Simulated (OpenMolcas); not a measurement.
# What dynamic correlation does to the levels of Cr

```yaml
Program: OpenMolcas
Basis: ANO-RCC-VTZP [6s5p3d2f1g]
Scalar_Hamiltonian: DKH2, point nucleus
Active_space: 6 electrons in 6 orbitals (3d 4s)
State_averaging: 2S+1 = 7 even, 1 root; 2S+1 = 5 even, 23 roots; 2S+1 = 3 even, 9 roots
Spin-orbit_coupling: state interaction with AMFI integrals over the reference wave functions, term energies averaged over their components
```

Methods on the same reference wave functions:
A. CASSCF
B. SS-CASPT2, IPEA 0.25 Eh, imaginary shift 0.1 Eh (closed shells correlated: 3s 3p)
C. MS-CASPT2, IPEA 0.25 Eh, imaginary shift 0.1 Eh (closed shells correlated: 3s 3p)

Energies in cm⁻¹ above 3d⁵ 4s ⁷S₃, the measured ground level; measured values from NIST Handbook of Basic Atomic Spectroscopic Data.

```json
{"Level": "3d⁵ 4s ⁷S₃", "A": "0.0", "B": "0.0", "C": "0.0", "Measured": "0.0"}
{"Level": "3d⁵ 4s ⁵S₂", "A": "11849", "B": "7680", "C": "7680", "Measured": "7593"}
{"Level": "3d⁴ 4s² ⁵D₀", "A": "20826", "B": "7970", "C": "7530", "Measured": "7751"}
{"Level": "3d⁴ 4s² ⁵D₁", "A": "20876", "B": "8020", "C": "7580", "Measured": "7811"}
{"Level": "3d⁴ 4s² ⁵D₂", "A": "20978", "B": "8120", "C": "7690", "Measured": "7927"}
{"Level": "3d⁴ 4s² ⁵D₃", "A": "21131", "B": "8280", "C": "7840", "Measured": "8095"}
{"Level": "3d⁴ 4s² ⁵D₄", "A": "21335", "B": "8480", "C": "8050", "Measured": "8308"}
{"Level": "3d⁵ 4s ⁵G₄", "A": "27863", "B": "24090", "C": "24090", "Measured": "20524"}
{"Level": "3d⁵ 4s ⁵G₅", "A": "27863", "B": "24090", "C": "24090", "Measured": "20524"}
{"Level": "3d⁵ 4s ⁵G₃", "A": "27863", "B": "24090", "C": "24090", "Measured": "20521"}
{"Level": "3d⁵ 4s ⁵G₂", "A": "27863", "B": "24090", "C": "24090", "Measured": "20517"}
{"Level": "3d⁵ 4s ⁵G₆", "A": "27863", "B": "24090", "C": "24090", "Measured": "20520"}
```

Deviations, from unrounded energies. A percentage is the sum of absolute deviations over the sum of measured energies, with the sign that they share, or ± where signs differ.

```csv
Against measurement,Levels,A,B,C
mean absolute deviation (cm-1),11,9700,1700,1700
other terms of the ground configuration (%),6,+37.2,+16.3,+16.3
other configurations (%),5,+163.6,+2.5,-3.0
```

B, C lie about equally close to measurement and A furthest from it. The largest miss of B in the table is 3d⁵ 4s ⁵G₂, by +3600 cm-1. The ranking rests on the paired levels alone, and a cruder setting can come out closer through cancelling errors.

Between B and C the level of the table that moves most is 3d⁴ 4s² ⁵D₀, by 440 cm-1 (lowest in C, highest in B). Moves below CASPT2's spread within the term are not significant.

The mean deviations of B to C differ by less than CASPT2's widest spread within a term (690 cm-1), so their order carries little weight.

From A to B the spin-free energies of the other terms of 3d⁵ 4s shown, above ⁷S, scale by factors of 0.65 to 0.86.

The lowest spin-free term lies below A's lowest term by 0.477 hartree in B, 0.477 hartree in C.

Term energies are means over components that CASPT2 splits; among the terms shown or strongly mixed into the levels shown the widest spread is 690 cm-1 (3d⁵ 4s ⁵G, C). Over all roots computed the reference weight is 0.85 to 0.91 in B, 0.85 to 0.91 in C; the roots of lowest weight are the least certain, and an intruder state may touch them. A single d shell beside an s shell can misplace configurations of different d count against each other. Without dynamic correlation excited terms often stand tens of per cent too high (terms of higher spin than the ground term too low), and those without a measured partner can miss by more than the paired ones (holds for A). Some terms miss by over 15 % even with CASPT2, which points to a basis or an active space too small for the shells correlated (holds for B; C). Measured partners are found by configuration, term and J. A level has none where our copy of the source lacks it or the pairing is in doubt (some pairs that miss far off the trend of their configuration count as doubtful), and it then counts in no deviation. Levels of configurations outside the active space are missing. The table leaves out levels that lie high or whose names do not pair safely across all columns.
